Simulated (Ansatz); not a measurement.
C45H50O10⁻, that is pillar[5]arene methyl ether with one electron more. Charge -1, multiplicity 2. Geometry PBE-D4/def2-SVP, that of the neutral singlet; atoms count from 1.

```xyz
105

C     2.131   -2.191    5.275
O     1.379   -1.017    5.068
C     0.162   -1.126    4.433
C    -0.353   -2.340    3.936
C    -1.586   -2.394    3.268
C    -2.316   -1.193    3.103
O    -3.502   -1.307    2.429
C    -4.273   -0.144    2.237
C    -1.813    0.015    3.616
C    -0.580    0.066    4.288
C    -0.025    1.389    4.780
C     0.687    2.137    3.670
C     2.012    1.819    3.330
C     2.671    2.463    2.268
O     3.955    2.163    1.875
C     4.657    1.179    2.603
C     2.012    3.479    1.539
C     0.682    3.788    1.870
C     0.012    3.119    2.910
O    -1.299    3.363    3.251
C    -1.994    4.360    2.535
C     2.696    4.170    0.376
C     2.317    3.534   -0.946
C     2.965    2.368   -1.390
C     2.587    1.732   -2.585
O     3.167    0.589   -3.064
C     4.209    0.007   -2.315
C     1.546    2.270   -3.378
C     0.898    3.432   -2.932
C     1.261    4.059   -1.723
O     0.636    5.181   -1.228
C    -0.393    5.765   -1.995
C     1.116    1.550   -4.634
C     0.362    0.268   -4.323
C    -0.748    0.287   -3.464
C    -1.445   -0.887   -3.133
O    -2.546   -0.916   -2.318
C    -2.805    0.201   -1.498
C    -1.005   -2.134   -3.632
C     0.096   -2.151   -4.501
C     0.777   -0.972   -4.859
O     1.857   -0.945   -5.704
C     2.349   -2.167   -6.200
C    -1.671   -3.421   -3.187
C    -1.773   -3.577   -1.682
C    -3.007   -3.827   -1.063
C    -3.134   -3.893    0.338
O    -4.320   -4.135    0.983
C    -5.487   -4.271    0.208
C    -2.000   -3.686    1.155
C    -0.762   -3.450    0.536
C    -0.632   -3.417   -0.863
O     0.555   -3.214   -1.514
C     1.638   -2.679   -0.787
C    -2.114   -3.677    2.670
H     1.583   -2.937    5.896
H     3.051   -1.888    5.811
H     2.419   -2.680    4.315
H     0.206   -3.278    4.059
H    -5.172   -0.455    1.670
H    -4.595    0.312    3.201
H    -3.726    0.630    1.652
H    -2.361    0.958    3.490
H     0.683    1.201    5.609
H    -0.853    2.013    5.166
H     2.507    1.029    3.911
H     4.154    0.185    2.556
H     5.658    1.098    2.140
H     4.777    1.458    3.675
H     0.178    4.557    1.270
H    -1.516    5.360    2.638
H    -3.013    4.405    2.965
H    -2.070    4.121    1.449
H     3.793    4.109    0.512
H     2.409    5.238    0.362
H     3.765    1.961   -0.757
H     5.084    0.688   -2.210
H     3.875   -0.290   -1.293
H     4.524   -0.899   -2.867
H     0.090    3.842   -3.554
H    -0.740    6.654   -1.435
H    -0.034    6.091   -2.998
H    -1.254    5.072   -2.140
H     2.000    1.294   -5.249
H     0.475    2.226   -5.238
H    -1.053    1.253   -3.036
H    -3.624   -0.097   -0.815
H    -3.133    1.092   -2.084
H    -1.915    0.485   -0.890
H     0.443   -3.128   -4.867
H     1.593   -2.709   -6.813
H     3.217   -1.921   -6.842
H     2.687   -2.847   -5.384
H    -1.098   -4.269   -3.619
H    -2.697   -3.484   -3.607
H    -3.890   -3.931   -1.707
H    -5.429   -5.132   -0.496
H    -6.319   -4.447    0.917
H    -5.708   -3.353   -0.384
H     0.112   -3.272    1.178
H     2.427   -2.444   -1.528
H     1.357   -1.742   -0.253
H     2.049   -3.401   -0.042
H    -1.548   -4.533    3.094
H    -3.177   -3.816    2.941
```

Single mean-field runs in def2-SVP are fitted with def2-universal-jkfit. The highest occupied level of the charge -1 doublet lies above zero (up to 1.62 eV). By energy differences it is unbound by 0.62 eV (vertical, against the charge 0 singlet, at PBE0-D4/def2-SVP) and held by the finite basis.

Q: Estimate the Mulliken populations of the heavy atoms from the PBE0/def2-SVP orbitals of Ansatz.

A: 
| atom | charge (e) | spin (α − β) |
| --- | --- | --- |
| C1 | 0.12 | 0.00 |
| O2 | -0.37 | 0.00 |
| C3 | 0.23 | -0.02 |
| C4 | -0.16 | 0.03 |
| C5 | -0.16 | 0.11 |
| C6 | 0.24 | -0.03 |
| O7 | -0.36 | 0.00 |
| C8 | 0.12 | 0.00 |
| C9 | -0.15 | 0.05 |
| C10 | -0.14 | 0.09 |
| C11 | 0.20 | -0.02 |
| C12 | -0.14 | 0.11 |
| C13 | -0.14 | 0.03 |
| C14 | 0.23 | -0.01 |
| O15 | -0.38 | 0.00 |
| C16 | 0.12 | 0.00 |
| C17 | -0.14 | 0.11 |
| C18 | -0.14 | 0.03 |
| C19 | 0.23 | -0.01 |
| O20 | -0.38 | 0.00 |
| C21 | 0.12 | 0.00 |
| C22 | 0.20 | -0.02 |
| C23 | -0.14 | 0.09 |
| C24 | -0.15 | 0.05 |
| C25 | 0.24 | -0.03 |
| O26 | -0.36 | 0.00 |
| C27 | 0.12 | 0.00 |
| C28 | -0.16 | 0.11 |
| C29 | -0.16 | 0.03 |
| C30 | 0.23 | -0.02 |
| O31 | -0.37 | 0.00 |
| C32 | 0.12 | 0.00 |
| C33 | 0.23 | -0.02 |
| C34 | -0.14 | 0.06 |
| C35 | -0.12 | 0.02 |
| C36 | 0.22 | -0.01 |
| O37 | -0.36 | 0.00 |
| C38 | 0.11 | 0.00 |
| C39 | -0.12 | 0.07 |
| C40 | -0.15 | 0.01 |
| C41 | 0.22 | -0.01 |
| O42 | -0.36 | 0.00 |
| C43 | 0.12 | 0.00 |
| C44 | 0.23 | -0.02 |
| C45 | -0.12 | 0.07 |
| C46 | -0.15 | 0.01 |
| C47 | 0.22 | -0.01 |
| O48 | -0.36 | 0.00 |
| C49 | 0.12 | 0.00 |
| C50 | -0.14 | 0.06 |
| C51 | -0.12 | 0.02 |
| C52 | 0.22 | -0.01 |
| O53 | -0.36 | 0.00 |
| C54 | 0.11 | 0.00 |
| C55 | 0.23 | -0.02 |
Mulliken values depend strongly on the basis.

Q: Where does the spin sit?

A: Summed by element: C 0.92, O -0.01, H 0.09, of 1 unpaired in all. Largest on single atoms: C5 0.11, C28 0.11, C17 0.11.

Q: And the Mayer bond orders between heavy atoms (over 0.3, the first 40 of 60)?

A: C1–O2 0.98 (1.41 Å); O2–C3 1.04 (1.38 Å); C3–C4 1.31 (1.41 Å); C3–C10 1.39 (1.41 Å); C4–C5 1.32 (1.40 Å); C5–C6 1.36 (1.42 Å); C5–C55 1.07 (1.51 Å); C6–O7 1.09 (1.37 Å); C6–C9 1.31 (1.40 Å); O7–C8 0.98 (1.41 Å); C9–C10 1.31 (1.41 Å); C10–C11 1.06 (1.52 Å); C11–C12 1.07 (1.52 Å); C12–C13 1.33 (1.40 Å); C12–C19 1.36 (1.41 Å); C13–C14 1.32 (1.41 Å); C14–O15 1.04 (1.38 Å); C14–C17 1.36 (1.41 Å); O15–C16 0.97 (1.41 Å); C17–C18 1.33 (1.40 Å); C17–C22 1.07 (1.52 Å); C18–C19 1.32 (1.41 Å); C19–O20 1.04 (1.38 Å); O20–C21 0.97 (1.41 Å); C22–C23 1.06 (1.52 Å); C23–C24 1.31 (1.41 Å); C23–C30 1.39 (1.41 Å); C24–C25 1.31 (1.40 Å); C25–O26 1.09 (1.37 Å); C25–C28 1.36 (1.42 Å); O26–C27 0.98 (1.41 Å); C28–C29 1.32 (1.40 Å); C28–C33 1.07 (1.51 Å); C29–C30 1.31 (1.41 Å); C30–O31 1.04 (1.38 Å); O31–C32 0.98 (1.41 Å); C33–C34 1.05 (1.52 Å); C34–C35 1.33 (1.40 Å); C34–C41 1.38 (1.41 Å); C35–C36 1.33 (1.40 Å).
